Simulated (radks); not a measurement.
Valence configurations of Ca (all share [Ar]). Method: non-relativistic Kohn-Sham, TPSS, spin-unpolarised, spherical densities, point nucleus; meta-GGA in the generalised Kohn-Sham scheme; computed with a radial shooting solver on a logarithmic mesh with Libxc functionals. Energies are relative to 4s2; eigenvalues in eV.

valence          E (eV)   e(3d)   e(4p)   e(4s)
4s2               0.000       -       -  -3.774
3d0.5 4s1.5       1.066  -1.050       -  -3.388
3d1 4s1           2.287  -0.690       -  -3.202
4s1 4p1           2.385       -  -1.928  -4.331
3d1 4s0.5 4p0.5   3.296  -1.021  -1.405  -3.414
3d1.5 4s0.5       3.556  -0.605       -  -3.154
4p2               4.790       -  -2.362       -
3d2               4.825  -0.656       -       -

NIST lists [Ar] 4s2 as the ground configuration; this level of theory agrees among the configurations tried. The energies are those of spherical spin-averaged densities, not of single terms.
